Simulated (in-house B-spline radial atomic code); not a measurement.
Radial electron density of the magnesium ion Mg⁴⁺, [He] 2s2 2p4. Computed with a radial B-spline atomic code at the basis-set limit: scalar-relativistic (X2C) LDA VWN5, spin-polarised, spherical fractional occupations, Fermi nucleus of rms radius 3.057 fm.

Columns: r (bohr), 4πr²n(r) (electrons per bohr), bar.

```
 0.00489   0.3131 #
  0.0057   0.4147 #
 0.00665   0.5486 ##
 0.00776   0.7234 ##
 0.00905    0.949 ###
  0.0106    1.248 ####
  0.0123    1.606 #####
  0.0144    2.085 #######
  0.0167    2.644 #########
  0.0195    3.358 ###########
  0.0228    4.229 ##############
  0.0266     5.24 #################
   0.031     6.39 #####################
  0.0361    7.655 #########################
  0.0421    9.007 ##############################
  0.0491    10.36 ##################################
  0.0573     11.6 ######################################
  0.0668    12.59 ##########################################
  0.0779    13.19 ############################################
  0.0909    13.28 ############################################
   0.106     12.8 ##########################################
   0.124    11.74 #######################################
   0.144    10.37 ##################################
   0.168    8.857 #############################
   0.196    7.575 #########################
   0.229    6.837 #######################
   0.267    6.815 #######################
   0.311    7.419 #########################
   0.363    8.354 ############################
   0.423    9.148 ##############################
   0.493    9.378 ###############################
   0.575     8.79 #############################
   0.671    7.412 #########################
   0.782    5.568 ##################
   0.913    3.649 ############
    1.06    2.106 #######
    1.24   0.9959 ###
    1.45   0.3864 #
    1.69   0.1225 
    1.97  0.03013 
     2.3 0.005444
```

On this grid the curve has 2 maxima, near 0.0909, 0.493 bohr.

The 2p up radial function P(r) = rR(r), positive near the nucleus:

| r (bohr) | P |
| --- | --- |
| 0.00489 | 0.001473 |
| 0.00665 | 0.002667 |
| 0.00905 | 0.004826 |
| 0.0123 | 0.00868 |
| 0.0167 | 0.01549 |
| 0.0228 | 0.02772 |
| 0.031 | 0.04864 |
| 0.0421 | 0.08386 |
| 0.0573 | 0.1421 |
| 0.0779 | 0.2334 |
| 0.106 | 0.3698 |
| 0.144 | 0.5564 |
| 0.196 | 0.7874 |
| 0.267 | 1.027 |
| 0.363 | 1.202 |
| 0.493 | 1.233 |
| 0.671 | 1.069 |
| 0.913 | 0.7479 |
| 1.24 | 0.3972 |
| 1.69 | 0.1435 |
| 2.3 | 0.0313 |
